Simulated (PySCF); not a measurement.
Molfile (atoms numbered from 1):
```
C5H11B
     RDKit          3D

 17 17  0  0  0  0  0  0  0  0999 V2000
    2.6079   -0.1146   -0.1499 C   0  0  0  0  0  0  0  0  0  0  0  0
    1.1430    0.0684   -0.5088 C   0  0  2  0  0  0  0  0  0  0  0  0
    0.3186    1.3038   -0.0042 B   0  0  0  0  0  0  0  0  0  0  0  0
   -1.1561    0.8264    0.2236 C   0  0  0  0  0  0  0  0  0  0  0  0
   -1.2082   -0.5799   -0.3918 C   0  0  0  0  0  0  0  0  0  0  0  0
    0.2131   -1.1276   -0.2466 C   0  0  0  0  0  0  0  0  0  0  0  0
    3.0598   -0.9717   -0.6762 H   0  0  0  0  0  0  0  0  0  0  0  0
    3.2001    0.7801   -0.3949 H   0  0  0  0  0  0  0  0  0  0  0  0
    2.7260   -0.2993    0.9303 H   0  0  0  0  0  0  0  0  0  0  0  0
    1.0714    0.2940   -1.6046 H   0  0  0  0  0  0  0  0  0  0  0  0
    0.7506    2.4225    0.1668 H   0  0  0  0  0  0  0  0  0  0  0  0
   -1.9774    1.5046   -0.0534 H   0  0  0  0  0  0  0  0  0  0  0  0
   -1.2016    0.7504    1.3341 H   0  0  0  0  0  0  0  0  0  0  0  0
   -1.4617   -0.4990   -1.4639 H   0  0  0  0  0  0  0  0  0  0  0  0
   -1.9681   -1.2372    0.0599 H   0  0  0  0  0  0  0  0  0  0  0  0
    0.3724   -1.4802    0.7896 H   0  0  0  0  0  0  0  0  0  0  0  0
    0.4120   -1.9909   -0.9036 H   0  0  0  0  0  0  0  0  0  0  0  0
  1  2  1  0
  2  3  1  0
  3  4  1  0
  4  5  1  0
  5  6  1  0
  6  2  1  0
  1  7  1  0
  1  8  1  0
  1  9  1  0
  2 10  1  6
  3 11  1  0
  4 12  1  0
  4 13  1  0
  5 14  1  0
  5 15  1  0
  6 16  1  0
  6 17  1  0
M  END
```

Geometry: PBE0-D3(BJ)/def2-SVP; GIAO shifts from PySCF, gas phase, non-relativistic, averaged over equivalent atoms.

At PBE0/pcSseg-1 (157 basis functions, 38 s wall time on 1 thread of an Arm Neoverse N1, shared host):
```
   atoms  δ (ppm)
      C2     47.2
      C6     37.3
      C4     35.0
      C5     28.9
      C1     16.2
      B3     90.1
     H11     7.61
     H12     2.03
     H15     2.00
     H17     1.97
     H14     1.37
H7/H8/H9     1.35
     H16     1.10
     H13     0.56
     H10     0.48
```

Scale: $^{13}$C (σ = 184.41 ppm) and $^{1}$H (σ = 31.27 ppm) vs TMS; $^{11}$B (σ = 100.73 ppm) vs BF3·OEt2 (reference shieldings calculated alike).

Problem. What do these become at KT2/pcSseg-2?

Solution. 
```tsv
atoms	δ at KT2/pcSseg-2	change
C2	51.9	+4.7
C6	39.4	+2.1
C4	37.0	+2.0
C5	30.9	+2.0
C1	16.6	+0.4
B3	86.5	-3.6
H11	7.56	-0.05
H12	2.31	+0.28
H15	2.23	+0.23
H17	2.16	+0.19
H14	1.44	+0.07
H7/H8/H9	1.39	+0.04
H16	1.16	+0.06
H13	0.63	+0.07
H10	0.76	+0.28
```

Referencing at the same level of theory: TMS for $^{13}$C (σ = 182.28 ppm) and $^{1}$H (σ = 31.18 ppm); BF3·OEt2 for $^{11}$B (σ = 98.29 ppm).

The largest change is at C2 (sp3 CH bonded to B). Cost: 370 basis functions, 2.5 min wall time on 1 thread of an Arm Neoverse N1, shared host. The order of the carbon signals is the same at both levels.

A carbon bonded to boron is broadened by the quadrupolar boron nucleus and is often missing from a measured spectrum.
